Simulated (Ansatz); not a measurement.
`CBB(N)Br` + `COCF` → `CBCOC` + `NB(F)Br`  (formal exchange of groups at a B–B bond)

Gas-phase electronic energies from Ansatz, PBE0-D4/def2-TZVP geometries. CCSD(T)/CBS is the MP2 limit (def2-TZVPP, def2-QZVPP) plus CCSD(T) − MP2 in def2-TZVPP, frozen cores. For Br outer-core shells are correlated without core-valence functions, which leaves a few kJ/mol of doubt a bond. Scalar relativity is left out up to krypton. One conformer a species, not always the lowest.

| species | CCSD(T)/CBS(def2) energy (Eh) |
| --- | --- |
| `CBB(N)Br` | -2719.34775 |
| `COCF` | -254.05716 |
| `CBCOC` | -219.51663 |
| `NB(F)Br` | -2753.96125 |

(1) Work out ΔE.

Largest T1 diagnostic among the species: 0.011.

Results:

(1) ΔE = (-219.51663) + (-2753.96125) − (-2719.34775) − (-254.05716) = -0.07297 Eh = -191.6 kJ/mol.

From PBE to PBE0 (25 % exact exchange), in def2-TZVPP and without D4, ΔE moves by −6.2 kJ/mol.
